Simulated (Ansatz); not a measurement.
Calculated with Ansatz (gas phase, PBE0-D4/def2-TZVP geometries, no zero-point term in ΔE). CCSD(T)/CBS is the MP2 limit (def2-TZVPP, def2-QZVPP) plus CCSD(T) − MP2 in def2-TZVPP, frozen cores. This one scheme is used for every species. Functionals use def2-TZVPP. Elements past krypton have def2 core potentials. For I outer-core shells are correlated without core-valence functions, which leaves a few kJ/mol of doubt a bond. Each species was taken in one conformer, which may not be the lowest.

`[CH3][AlH][I]` + fluoromethane → `F[CH2][AlH][I]` + CH₄  (formal exchange of groups at the Al–C bond)

`[CH3][AlH][I]`:

Z-matrix (Å, degrees):
```
C
Al 1 1.940
H 1 1.091 2 112.7
H 1 1.095 2 110.3 3 121.2
H 1 1.095 2 110.3 3 -121.2
I 2 2.483 1 119.5 3 0.2
H 2 1.580 1 124.3 3 -179.8
```

`CF`:

Cartesian coordinates in Å:
```
C 0.058 0.011 0.016
F -1.244 -0.241 -0.352
H 0.728 -0.379 -0.753
H 0.261 -0.481 0.970
H 0.197 1.090 0.118
```

`F[CH2][AlH][I]`:

Cartesian coordinates in Å:
```
F 1.027 1.468 -0.567
C -0.183 0.787 -0.515
Al -0.087 -0.903 0.508
I 2.054 -1.594 1.512
H -0.512 0.597 -1.546
H -0.935 1.460 -0.079
H -1.365 -1.814 0.687
```

CH₄:

Cartesian coordinates in Å:
```
C 0.000 0.000 0.000
H -0.495 -0.719 0.652
H 1.038 -0.298 -0.148
H -0.033 0.988 0.458
H -0.511 0.028 -0.962
```

```json
{"species": "`[CH3][AlH][I]`", "B97M-V energy (Eh)": "-580.66318"}
{"species": "`CF`", "B97M-V energy (Eh)": "-139.76314"}
{"species": "`F[CH2][AlH][I]`", "B97M-V energy (Eh)": "-679.88784"}
{"species": "CH₄", "B97M-V energy (Eh)": "-40.53068"}
```

Task: Work out ΔE.

Result: ΔE = (-679.88784) + (-40.53068) − (-580.66318) − (-139.76314) = 0.00780 Eh = +4.9 kcal/mol. CCSD(T)/CBS gives +5.7 kcal/mol.

Largest T1 diagnostic among the species: 0.010.

From BLYP to BHLYP (50 % exact exchange), in def2-TZVPP and without D4, ΔE moves by +1.6 kcal/mol. Leaving LDA and LC-ωPBE aside and taking each functional with its dispersion term where it has one, the values, not all of them listed here, spread over 2.6 kcal/mol, from BLYP-D4 to PBE-QIDH.
